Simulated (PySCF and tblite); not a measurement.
The numbers below are computed, except where a source is named.
C6H9BrF2, numbered as in [CH3:1][CH2:2][C@H:3]([CH3:4])/[C:5]([F:6])=[C:7](\[F:8])[Br:9].

Level: B3LYP-D3(BJ)/def2-SVP//GFN2-xTB, thermal terms from GFN2-xTB, symmetry numbers and mirror pairs counted. Conformers within 2.5 kcal/mol (GFN2-xTB free energy) were kept, 4 at most. Codes: tblite and PySCF.

Torsions listed: C1–C2–C3–C4, C2–C3–C5–F6.

```
conformer         shape  symmetry  dipole D
        1  -176°, -117°        C1      1.72
        2    -176°, 59°        C1      1.70
        3   -68°, -115°        C1      1.82
        4     -68°, 62°        C1      1.83
```

Problem. Which of these conformers is the most populated at 298.15 K, and with what share?

Solution. Conformer 2, about 83 %.

Problem. Give the DFT energies and free energies relative to the lowest, and all weights.

Solution. 
```tsv
conformer	shape	E(DFT) kcal/mol	G(298.15 K) kcal/mol	weight %
1	-176°, -117°	1.75	1.98	2.9
2	-176°, 59°	0.00	0.00	82.7
3	-68°, -115°	2.78	2.92	0.6
4	-68°, 62°	1.11	1.06	13.7
```

Problem. How does its share change from 250 K to 350 K?

Solution. From 88 % to 78 %; the mixing entropy goes from 0.86 to 1.36 cal/(mol K).

The cap on conformers cut off some of the population, so the set may be incomplete.


Conformer gaps in def2-SVP on xTB geometries can be 2 kcal/mol too large for S=O, P=O and other polar bonds.